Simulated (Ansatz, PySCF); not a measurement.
Process, species as SMILES: CC(C)C [2-methylpropane] → C[C](C)C + H atom (the C-H bond at the site shown breaks; other sites are not compared here)
Geometries: B3LYP-D3(BJ)/def2-TZVP minima from Ansatz (a quantum-chemistry and plane-wave program).

Property: bond dissociation energy (enthalpy at 298 K, with B3LYP-D3(BJ) rigid-rotor harmonic-oscillator terms from PySCF), in kcal/mol. Correlated levels leave the core frozen unless marked. Open shells are spin-unrestricted. Spin-orbit coupling is left out. No relativistic terms. CBS(X,Y): correlation extrapolated as X^-3; Hartree-Fock from the larger set. The bracket is a focal-point correction in the basis named.

```csv
level,program,bond dissociation energy (kcal/mol),minus last row
PBE0-D3(BJ)/def2-TZVP,Ansatz + dftd3,90.9,-7.1
PBE0-D4/def2-TZVPD,Ansatz + dftd4,90.7,-7.3
PBE0/def2-TZVP,Ansatz,90.4,-7.6
BHLYP-D4/def2-TZVPD,Ansatz + dftd4,92.2,-5.8
wB97X-V/def2-TZVPD,Ansatz,94.8,-3.2
SCS-MP2/aug-cc-pVDZ,Ansatz,95.2,-2.8
"RI-MP2/CBS(cc-pVTZ,cc-pVQZ)+[CCSD(T)-MP2]/cc-pVDZ",Ansatz,98.0,0.0
```
